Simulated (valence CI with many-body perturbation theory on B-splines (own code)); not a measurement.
**Energy levels of In XLII**

Calculated by configuration interaction combined with many-body perturbation theory (CI+MBPT): six valence electrons over a frozen Dirac-Fock core [He], radial functions for each j: 9 s, 9 p, 8 d, 6 f, 3 g, 1 h, with the one-electron correlation potential Σ1, the two-electron term Σ2, the three-electron term Σ3, Breit, model QED; selected CI, second order for the rest, scaled by the run's own slope (own B-spline code, finite nucleus).

No measured spectrum was set against this ion. As an estimate, large intervals hold to a few tenths of a per cent, small ones and those within an open d or f shell to about a per cent. Among the levels kept, up to 2200 cm⁻¹ of a level comes from second order outside the variational space, and about a tenth of that is noise between levels of different J, which matters for small intervals.

Levels 46 to 71 of 71, with energies above the lowest level, (2s^2 2p1/2^2 2p3/2^2) J=2. "Leading %" is the weight of the configuration and term that name the level; weights of strongly mixed levels are sums over their largest components and can fall short, and the name can then belong to a minority configuration. In the jj column 3d3/2^4 stands for four electrons in 3d with j = 3/2. Lifetimes count E1, E2, E3, M1 and M2 decay at the calculated energies, and are blank where another channel may lead or the interval is too uncertain; long ones can be off by a factor of two.

| No. | Configuration | Term | J | E (eV) | Leading % | Lifetime | g | Leading jj |
| --- | --- | --- | --- | --- | --- | --- | --- | --- |
| 46 | 2s2 2p3 3p | 1D | 2 | 3981.0 | 50 | 686 fs | 1.162 | 2s^2 2p1/2 2p3/2^2 3p3/2 (97 %) |
| 47 | 2s2 2p3 3p | 3P | 1 | 3988.0 | 47 | 931 fs | 1.492 | 2s^2 2p1/2 2p3/2^2 3p3/2 (96 %) |
| 48 | 2s2 2p3 3p | 3D | 2 | 3992.2 | 45 | 913 fs | 1.142 | 2s^2 2p1/2 2p3/2^2 3p3/2 (97 %) |
| 49 | 2s 2p4 3s | 5P | 3 | 4004.9 | 75 | 231 fs | 1.575 | 2s 2p1/2^2 2p3/2^2 3s (94 %) |
| 50 | 2s2 2p3 3d | 3D° | 1 | 4014.9 | 44 | 30.9 fs | 0.991 | 2s^2 2p1/2 2p3/2^2 3d3/2 (97 %) |
| 51 | 2s2 2p3 3d | 3F° | 2 | 4016.3 | 39 | 29.6 fs | 1.088 | 2s^2 2p1/2 2p3/2^2 3d3/2 (96 %) |
| 52 | 2s2 2p3 3d | 5D° | 0 | 4016.7 | 50 | 27.1 fs |  | 2s^2 2p1/2 2p3/2^2 3d3/2 (95 %) |
| 53 | 2s2 2p3 3d | 3G° | 3 | 4021.3 | 33 | 16.0 fs | 1.119 | 2s^2 2p1/2 2p3/2^2 3d3/2 (91 %) |
| 54 | 2s 2p4 3s | 3P | 2 | 4021.6 | 61 | 32.0 fs | 1.424 | 2s 2p1/2^2 2p3/2^2 3s (94 %) |
| 55 | 2s2 2p3 3d | 5D° | 4 | 4029.2 | 51 | 51.6 ps | 1.278 | 2s^2 2p1/2 2p3/2^2 3d5/2 (97 %) |
| 56 | 2s2 2p3 3d | 3D° | 3 | 4030.5 | 58 | 82.8 fs | 1.272 | 2s^2 2p1/2 2p3/2^2 3d5/2 (93 %) |
| 57 | 2s2 2p3 3d | 3G° | 4 | 4034.8 | 40 | 19.8 ps | 1.063 | 2s^2 2p1/2 2p3/2^2 3d3/2 (97 %) |
| 58 | 2s2 2p3 3d | 3P° | 2 | 4041.0 | 41 | 4.17 fs | 1.232 | 2s^2 2p1/2 2p3/2^2 3d3/2 (72 %) |
| 59 | 2s2 2p3 3d | 3D° | 1 | 4041.1 | 45 | 7.07 fs | 0.997 | 2s^2 2p1/2 2p3/2^2 3d5/2 (75 %) |
| 60 | 2s2 2p3 3d | 3D° | 3 | 4042.3 | 43 | 3.44 fs | 1.183 | 2s^2 2p1/2 2p3/2^2 3d3/2 (89 %) |
| 61 | 2s2 2p3 3d | 3F° | 4 | 4047.9 | 71 | 45.8 ps | 1.170 | 2s^2 2p1/2 2p3/2^2 3d5/2 (98 %) |
| 62 | 2s2 2p3 3d | 3G° | 5 | 4049.5 | 100 | 55.4 ps | 1.190 | 2s^2 2p1/2 2p3/2^2 3d5/2 (100 %) |
| 63 | 2s2 2p3 3d | 3P° | 1 | 4050.8 | 69 | 3.07 fs | 1.281 | 2s^2 2p1/2 2p3/2^2 3d3/2 (69 %) |
| 64 | 2s2 2p3 3d | 3D° | 2 | 4054.1 | 80 | 3.47 fs | 1.145 | 2s^2 2p1/2 2p3/2^2 3d5/2 (58 %) |
| 65 | 2s2 2p3 3d | 3P° | 0 | 4055.1 | 52 | 6.94 fs |  | 2s^2 2p1/2 2p3/2^2 3d5/2 (96 %) |
| 66 | 2s2 2p3 3s | 3P° | 2 | 4056.9 | 28 | 8.47 fs | 1.248 | 2s^2 2p3/2^3 3s (53 %) |
| 67 | 2s2 2p3 3d | 3S° | 1 | 4059.9 | 35 | 4.10 fs | 1.374 | 2s^2 2p1/2 2p3/2^2 3d5/2 (47 %) |
| 68 | 2s2 2p3 3d | 3F° | 2 | 4062.7 | 27 | 23.0 fs | 1.129 | 2s^2 2p1/2 2p3/2^2 3d3/2 (44 %) |
| 69 | 2s 2p4 3s | 3S | 1 | 4066.1 | 51 | 65.8 fs | 2.047 | 2s 2p1/2^2 2p3/2^2 3s (94 %) |
| 70 | 2s2 2p3 3s | 1P° | 1 | 4068.4 | 22 | 10.8 fs | 1.198 | 2s^2 2p3/2^3 3s (58 %) |
| 71 | 2s2 2p3 3d | 1F° | 3 | 4069.9 | 54 | 4.57 fs | 1.097 | 2s^2 2p1/2 2p3/2^2 3d5/2 (92 %) |
